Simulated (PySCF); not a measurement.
## Spinor energies of Sb²⁺ (antimony, charge +2)

Start: [Kr] 4d10 5s2 5p1; 5p3/2 filled at m_j = +3/2. Calculated with PySCF 2.14 in x2c-TZVPall-2c (8s9p5d2f, 74 functions): generalised Hartree-Fock with the X2C-1e Hamiltonian and a Gaussian nucleus; one run each with spin-orbit coupling (SO) screened by Boettger's factors, then bare. This is a chosen level, not necessarily the ground level.

| spinor shell | electrons | ε, screened SO (eV) | ε, bare SO (eV) | weight of nominal j (bare SO) | rms radius, bare SO (bohr) |
| --- | --- | --- | --- | --- | --- |
| 1s1/2 | 2 | -30660.0 | -30659.8 | 1.000 | 0.0325 |
| 2s1/2 | 2 | -4776.2 | -4776.2 | 1.000 | 0.133 |
| 2p1/2 | 2 | -4458.3 | -4466.0 | 1.000 | 0.115 |
| 2p3/2 | 4 | -4204.0 | -4200.9 | 1.000 | 0.120 |
| 3s1/2 | 2 | -992.11 | -992.10 | 1.000 | 0.352 |
| 3p1/2 | 2 | -860.70 | -862.16 | 1.000 | 0.344 |
| 3p3/2 | 4 | -812.29 | -811.69 | 1.000 | 0.356 |
| 3d3/2 | 4 | -582.36 | -583.81 | 1.000 | 0.329 |
| 3d5/2 | 6 | -572.52 | -571.56 | 1.000 | 0.333 |
| 4s1/2 | 2 | -194.91 | -194.91 | 1.000 | 0.843 |
| 4p1/2 | 2 | -148.12 | -148.41 | 1.000 | 0.893 |
| 4p3/2 | 4 | -139.18 | -139.06 | 1.000 | 0.922 |
| 4d3/2 | 4 | -63.403 | -63.607 | 0.996 | 1.09 |
| 5s1/2 | 2 | -32.933 | -32.935 | 0.999 | 2.27 |
| 5p3/2 | 1 | -23.978 | -23.969 | 1.000 | 2.75 |

(1) Where does 4d5/2 lie, and what is the 4d spin-orbit splitting (bare SO)?

| quantity | screened SO | bare SO |
| --- | --- | --- |
| E (hartree) | -6477.90591 | -6478.05437 |
| M_J | 3/2 | 3/2 |
| ⟨J²⟩ | 3.758 | 3.758 |
| ⟨L²⟩ | 2.025 | 2.027 |
| ⟨S²⟩ | 0.771 | 0.773 |

Each row is a mean over spinors that exchange with the open shell spreads, by up to 2.287 eV (5s1/2).

Breit and QED terms are absent; they matter most for the inner s and p1/2 levels.

Densities and radii are taken from the X2C orbitals without a picture-change correction, which distorts them close to the nucleus.

Answers

(1) At -61.954 eV, 1.653 eV above 4d3/2.
